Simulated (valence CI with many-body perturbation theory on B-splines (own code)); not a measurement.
## Forbidden lines of Ir XXVII

Calculated by valence CI with perturbative core correlation (CI+MBPT): five valence electrons over a frozen Dirac-Fock core [Kr] 4d10, radial functions for each j: 7 s, 7 p, 7 d, 7 f, 4 g, 2 h, with the one-electron correlation potential Σ1 (screened to all orders), the two-electron term Σ2, the three-electron term Σ3, Breit, model QED; selected single and double excitations, second order for the rest (own B-spline code, finite nucleus).

No measured spectrum was set against this ion. As an estimate, large intervals hold to a few tenths of a per cent, small ones and those within an open d or f shell to about a per cent. Core correlation moves these levels by up to 4100 cm⁻¹, and in measured spectra 5 to 20 % of such shifts remained as error; rates that hang on mixing are uncertain with them. Among the levels kept, up to 820 cm⁻¹ of a level comes from second order outside the variational space, and about a tenth of that is noise between levels of different J, which matters for small intervals. Only levels of the ground parity were solved; by the run's estimate the other parity begins above the list, which can be wrong where configurations are misplaced.

Lines 1 to 50 of 120 in falling wavelength, among levels below 116490 cm⁻¹, chosen from the decays that carry over 1 % of a level's rate. Wavelengths and rates use the calculated energies. S is in atomic units (e²a₀⁴ for E2 and M2, e²a₀⁶ for E3), for M1 in squared Bohr magnetons. Weak lines are less certain than strong ones. Lines between different terms over intervals too small for the method are left out, as are lines whose strength nearly cancels. Where a level lies close to another of its J and parity, the split of strength between their lines is uncertain.

Names give the largest LS component (configuration and term), which can be under half, so a name can repeat, a term be missing and a line seem to break the LS rules; names also repeat where a configuration has a term twice. Letters in brackets count levels of one name in rising energy.

| λ vac (Å) | Upper | Lower | Type | A (s⁻¹) | S (a.u.) |
| --- | --- | --- | --- | --- | --- |
| 52280 | 4f5 6F°_1/2 | 4f5 6F°_3/2 | M1 | 8.45e-01 | 8.96e+00 |
| 38280 | 4f5 6H°_15/2 | 4f5 6H°_13/2 | M1 | 4.49e-01 | 1.49e+01 |
| 19460 | 4f5 4M°_21/2 | 4f5 4M°_19/2 | M1 | 2.45e+00 | 1.47e+01 |
| 18030 | 4f5 4H°_11/2 | 4f5 4G°_9/2 [a] | M1 | 3.75e+00 | 9.78e+00 |
| 13190 | 4f5 6H°_13/2 | 4f5 6H°_11/2 | M1 | 2.68e+01 | 3.20e+01 |
| 12080 | 4f5 4F°_3/2 | 4f5 6F°_5/2 [b] | M1 | 1.35e+01 | 3.54e+00 |
| 12010 | 4f5 4L°_17/2 | 4f5 4M°_19/2 | M1 | 3.93e-01 | 4.54e-01 |
| 10090 | 4f5 4L°_17/2 | 4f5 4L°_15/2 | M1 | 1.70e+01 | 1.16e+01 |
| 10090 | 4f5 6H°_11/2 | 4f5 6H°_9/2 | M1 | 8.14e+01 | 3.72e+01 |
| 9709 | 4f5 6F°_11/2 | 4f5 6F°_9/2 | M1 | 3.03e+01 | 1.24e+01 |
| 8756 | 4f5 4M°_19/2 | 4f5 4M°_17/2 | M1 | 4.45e+01 | 2.22e+01 |
| 8657 | 4f5 6F°_9/2 | 4f5 6F°_7/2 | M1 | 7.43e+01 | 1.79e+01 |
| 8530 | 4f5 6P°_3/2 | 4f5 4P°_5/2 | M1 | 3.84e+01 | 3.53e+00 |
| 7998 | 4f5 4G°_9/2 [a] | 4f5 4G°_7/2 [a] | M1 | 5.63e+01 | 1.07e+01 |
| 7945 | 4f5 6H°_9/2 | 4f5 6H°_7/2 | M1 | 1.77e+02 | 3.29e+01 |
| 7656 | 4f5 6F°_7/2 | 4f5 6F°_5/2 [a] | M1 | 1.22e+02 | 1.62e+01 |
| 7525 | 4f5 6F°_5/2 [a] | 4f5 6H°_7/2 | M1 | 9.19e+00 | 8.71e-01 |
| 7265 | 4f5 6F°_7/2 | 4f5 6H°_9/2 | M1 | 7.36e+00 | 8.37e-01 |
| 6768 | 4f5 4M°_15/2 | 4f5 6H°_15/2 | M1 | 1.58e+02 | 2.91e+01 |
| 6602 | 4f5 4P°_5/2 | 4f5 6F°_5/2 [b] | M1 | 5.10e+01 | 3.26e+00 |
| 6601 | 4f5 6H°_7/2 | 4f5 6H°_5/2 | M1 | 2.35e+02 | 2.00e+01 |
| 6493 | 4f5 6F°_9/2 | 4f5 6H°_11/2 | M1 | 4.21e+00 | 4.28e-01 |
| 6300 | 4f5 4M°_17/2 | 4f5 4M°_15/2 | M1 | 8.48e+01 | 1.42e+01 |
| 6170 | 4f5 4I°_9/2 [a] | 4f5 6F°_9/2 | M1 | 1.23e+01 | 1.07e+00 |
| 6058 | 4f5 6F°_5/2 [b] | 4f5 6F°_7/2 | M1 | 5.43e+01 | 2.68e+00 |
| 5964 | 4f5 2K°_15/2 | 4f5 4M°_17/2 | M1 | 4.03e+01 | 5.07e+00 |
| 5751 | 4f5 4M°_15/2 | 4f5 6H°_13/2 | M1 | 5.50e+01 | 6.21e+00 |
| 5652 | 4f5 4G°_7/2 [a] | 4f5 6F°_5/2 [b] | M1 | 1.89e+02 | 1.01e+01 |
| 5518 | 4f5 6F°_11/2 | 4f5 6H°_13/2 | M1 | 2.85e+00 | 2.13e-01 |
| 5379 | 4f5 6P°_3/2 | 4f5 4F°_3/2 | M1 | 1.20e+01 | 2.78e-01 |
| 5350 | 4f5 4L°_15/2 | 4f5 4L°_13/2 | M1 | 1.95e+02 | 1.77e+01 |
| 5279 | 4f5 4G°_9/2 [a] | 4f5 4I°_9/2 [a] | M1 | 2.49e+01 | 1.36e+00 |
| 5230 | 4f5 4F°_5/2 | 4f5 4P°_5/2 | M1 | 3.47e+01 | 1.11e+00 |
| 5064 | 4f5 4L°_17/2 | 4f5 4M°_17/2 | M1 | 9.39e+00 | 8.14e-01 |
| 4590 | 4f5 4L°_13/2 | 4f5 6H°_15/2 | M1 | 7.91e+00 | 3.97e-01 |
| 4415 | 4f5 4G°_7/2 [a] | 4f5 6F°_9/2 | M1 | 5.45e+01 | 1.39e+00 |
| 4276 | 4f5 4H°_11/2 | 4f5 4K°_11/2 | M1 | 6.71e+01 | 2.33e+00 |
| 4213 | 4f5 4I°_9/2 [b] | 4f5 4K°_11/2 | M1 | 1.60e+01 | 4.42e-01 |
| 4146 | 4f5 4H°_11/2 | 4f5 4L°_13/2 | M1 | 1.03e+01 | 3.28e-01 |
| 4103 | 4f5 4K°_13/2 | 4f5 4K°_11/2 | M1 | 3.24e+02 | 1.16e+01 |
| 4098 | 4f5 4L°_13/2 | 4f5 6H°_13/2 | M1 | 2.38e+02 | 8.51e+00 |
| 4026 | 4f5 4I°_9/2 [b] | 4f5 4I°_9/2 [a] | M1 | 1.09e+02 | 2.63e+00 |
| 4024 | 4f5 4G°_9/2 [a] | 4f5 6F°_11/2 | M1 | 2.97e+01 | 7.17e-01 |
| 3983 | 4f5 4K°_13/2 | 4f5 4L°_13/2 | M1 | 1.63e+02 | 5.34e+00 |
| 3950 | 4f5 6F°_9/2 | 4f5 6H°_9/2 | M1 | 1.10e+01 | 2.51e-01 |
| 3890 | 4f5 4L°_15/2 | 4f5 4M°_15/2 | M1 | 1.90e+02 | 6.62e+00 |
| 3848 | 4f5 4F°_5/2 | 4f5 4F°_3/2 | M1 | 4.97e+02 | 6.30e+00 |
| 3795 | 4f5 6F°_7/2 | 4f5 6H°_7/2 | M1 | 6.84e+01 | 1.11e+00 |
| 3722 | 4f5 6P°_3/2 | 4f5 6F°_5/2 [b] | M1 | 4.94e+01 | 3.78e-01 |
| 3602 | 4f5 4I°_9/2 [a] | 4f5 6F°_7/2 | M1 | 1.41e+01 | 2.44e-01 |
